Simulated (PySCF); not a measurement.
Atomic charges by several schemes

Compound: C8H8O.
Structure used (PBE0-D3(BJ)/def2-SVP), in Å, numbered top down from 1:
```xyz
17
C8H8O angstrom
C     -1.7424    1.0999   -1.3171
C     -1.0961    0.0084   -0.8652
C     -1.3833   -1.3784   -1.2337
C     -0.5192   -2.1879   -0.5663
C      0.3517   -1.3609    0.2529
C      0.0270   -0.0409    0.0910
C      0.6660    1.1174    0.7345
C      1.7935    0.8423    1.7034
O      0.3119    2.2592    0.5043
H     -1.4458    2.0929   -0.9742
H     -2.5670    1.0007   -2.0290
H     -2.1666   -1.6798   -1.9296
H     -0.4716   -3.2757   -0.6231
H      1.1434   -1.7503    0.8951
H      2.1498    1.7967    2.1094
H      2.6250    0.3264    1.1988
H      1.4550    0.1954    2.5273
```

Density: PBE0/pcSseg-1 (PySCF); schemes: Mulliken, IAO, Hirshfeld and ESP-fitted. One conformer (not necessarily the lowest) at the PBE0-D3(BJ)/def2-SVP geometry, without solvent, vibrations or thermal averaging.

Question: What partial charge does each atom carry?

Answer: In e:

| atom | environment | Mulliken | IAO | Hirshfeld | ESP-fitted |
| --- | --- | --- | --- | --- | --- |
| C1 | terminal =CH2 carbon | +0.053 | -0.223 | -0.036 | -0.431 |
| C2 | fully substituted alkene carbon | -0.298 | +0.005 | -0.009 | +0.362 |
| C3 | alkene CH carbon | -0.022 | -0.152 | -0.050 | -0.353 |
| C4 | alkene CH carbon | -0.069 | -0.166 | -0.057 | -0.123 |
| C5 | alkene CH carbon | -0.061 | -0.126 | -0.032 | -0.076 |
| C6 | fully substituted alkene carbon | -0.184 | -0.093 | -0.037 | -0.400 |
| C7 | ketone carbonyl carbon | +0.270 | +0.372 | +0.152 | +0.772 |
| C8 | methyl carbon next to a carbonyl | -0.271 | -0.468 | -0.124 | -0.607 |
| O9 | ketone oxygen | -0.391 | -0.441 | -0.235 | -0.545 |
| H10 | vinylic hydrogen | +0.160 | +0.189 | +0.052 | +0.227 |
| H11 | vinylic hydrogen | +0.124 | +0.156 | +0.059 | +0.188 |
| H12 | vinylic hydrogen | +0.083 | +0.157 | +0.057 | +0.200 |
| H13 | vinylic hydrogen | +0.093 | +0.157 | +0.055 | +0.154 |
| H14 | vinylic hydrogen | +0.084 | +0.154 | +0.056 | +0.150 |
| H15 | methyl hydrogen | +0.142 | +0.166 | +0.050 | +0.162 |
| H16 | methyl hydrogen | +0.143 | +0.157 | +0.051 | +0.160 |
| H17 | methyl hydrogen | +0.142 | +0.156 | +0.050 | +0.159 |

Mean size of the charges over all atoms: ESP-fitted 0.298 e, IAO 0.196 e, Mulliken 0.152 e, Hirshfeld 0.068 e. Each set sums to the total charge, 0, to within 0.001 e. The Mulliken scheme counts on each atom the diagonal of the density matrix times the overlap matrix over that atom's basis functions. The ESP scheme fits charges at the nuclei, held to the total charge, to the electrostatic potential on points at 1.4 to 2.0 times the van der Waals radii.

Lowest charge. The schemes don't all agree: Mulliken O9 (-0.391); IAO C8 (-0.468); Hirshfeld O9 (-0.235); ESP-fitted C8 (-0.607).

Highest charge. All schemes agree: Mulliken C7 (+0.270); IAO C7 (+0.372); Hirshfeld C7 (+0.152); ESP-fitted C7 (+0.772).

Question: Sum the charges by element, for elements with more than one atom.

Answer: 
```
element  atoms  Mulliken     IAO  Hirshfeld  ESP-fitted
      C      8    -0.581  -0.850     -0.193      -0.856
      H      8    +0.972  +1.291     +0.428      +1.401
```

Question: How closely do the schemes follow one another over all atoms?

Answer: Correlation coefficient and root-mean-square difference: IAO with Hirshfeld 0.96, 0.148 e; IAO with ESP-fitted 0.91, 0.172 e; Mulliken with Hirshfeld 0.88, 0.113 e; Hirshfeld with ESP-fitted 0.87, 0.283 e; Mulliken with IAO 0.83, 0.127 e; Mulliken with ESP-fitted 0.66, 0.271 e.

Question: How many electrons does the Mulliken scheme count on C5?

Answer: Z − q = 6 − (-0.061) = 6.061.

These values come from a run that also computed NMR shieldings. Hardware: an Arm Neoverse V2 with one thread (shared host). Cost: 29 s of wall time.
